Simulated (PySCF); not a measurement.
This PySCF input asks for the NMR shieldings of SMILES CC[C@@](CO)(CS)O[SiH3], C$_{5}$H$_{14}$O$_{2}$SSi; the geometry comes from GFN2-xTB.

```python
import basis_set_exchange as bse
import numpy as np
from pyscf import gto, dft
from pyscf.prop import nmr

atoms = """
C    -2.519585   -0.621988    0.186800
C    -1.424336    0.417288    0.385809
C     0.000731   -0.060846    0.056269
C     0.528351   -1.004242    1.158426
O     0.599478   -0.367720    2.400196
C     0.099384   -0.779527   -1.288475
S    -0.579784    0.185390   -2.675073
O     0.807912    1.092950    0.054177
Si    2.375537    1.387691   -0.227268
H    -2.630121   -0.881247   -0.862867
H    -2.316800   -1.525444    0.756366
H    -3.464713   -0.210384    0.531427
H    -1.633902    1.288402   -0.238246
H    -1.416242    0.746511    1.427085
H     1.519143   -1.375136    0.852223
H    -0.140201   -1.856637    1.283857
H     1.037899    0.484113    2.274822
H    -0.465542   -1.708830   -1.270167
H     1.144738   -1.001705   -1.509060
H     0.086993    1.303517   -2.398989
H     2.375149    2.805515    0.090947
H     3.262944    0.604737    0.638590
H     2.748215    1.104575   -1.616771
"""
names = dict.fromkeys(["C", "O", "S", "Si", "H"], "pcSseg-1")
basis = {el: gto.basis.parse(bse.get_basis(n, elements=[el], fmt="nwchem")) for el, n in names.items()}
mol = gto.M(atom=atoms, basis=basis, charge=0, verbose=0)
mf = dft.RKS(mol, xc="PBE0")
mf.grids.level = 2
mf.grids.alignment = dft.numint.BLKSIZE   # the property module wants whole blocks of grid points
mf.conv_tol = 1e-9
mf.kernel()

calc = nmr.RKS(mf)   # GIAO
C = mf.mo_coeff
Co = C[:, mf.mo_occ > 0]
resp = mf.gen_response(singlet=True, hermi=2)
def vind(x):   # induced exchange potential for any number of trial vectors
    d = np.einsum("pi,xij,qj->xpq", C, 2 * x.reshape(-1, C.shape[1], Co.shape[1]), Co, optimize=True)
    return np.einsum("xpq,pi,qj->xij", resp(d - d.transpose(0, 2, 1)), C, Co, optimize=True).ravel()
mo1, _ = nmr.rhf.solve_mo1(calc, with_cphf=vind)
sigma = calc.kernel(mo1)
for i, s in enumerate(sigma):   # ppm
    print("%2d %-2s %9.2f" % (i, mol.atom_pure_symbol(i), np.trace(s) / 3))
```

Task: Give the expected output.

Result: 
```
 0 C     176.55
 1 C     157.85
 2 C     106.63
 3 C     120.22
 4 O     314.05
 5 C     152.77
 6 S     651.69
 7 O     302.73
 8 Si    400.44
 9 H      30.69
10 H      31.20
11 H      30.70
12 H      29.87
13 H      29.62
14 H      28.13
15 H      28.05
16 H      30.57
17 H      29.69
18 H      29.08
19 H      29.89
20 H      26.91
21 H      26.76
22 H      26.79
```

These numbers come from an equivalent density-fitted implementation of the same equations, which agrees with the script to about 0.01 ppm for H and up to a few tenths of a ppm for heavy atoms, so last digits may differ.

Task: Turn these shieldings into chemical shifts. Chemical shifts δ = σref − σ; $^{13}$C (186.93 ppm), $^{29}$Si (349.16 ppm), $^{1}$H (31.72 ppm) against TMS; $^{17}$O (336.08 ppm) against H2O; $^{33}$S (503.73 ppm) vs CS2, all at this level.

Result: Averaging equivalent atoms: C 2: 80.3; C 3: 66.7; C 5: 34.2; C 1: 29.1; C 0: 10.4; O 7: 33.4; O 4: 22.0; S 6: -148; Si 8: -51.3; H 20/21/22: 4.90; H 15: 3.67; H 14: 3.59; H 18: 2.63; H 13: 2.10; H 17: 2.02; H 12: 1.85; H 19: 1.83; H 16: 1.14; H 9/10/11: 0.85 ppm. Experimental scales use liquid or dissolved standards, which lie at an offset from isolated H2O (liquid H2O: subtract about 36 ppm).

Size and cost of the density-fitted run: 237 basis functions, 110 s wall time on 1 thread of an Arm Neoverse N1, shared host; peak memory 1.1 GiB.
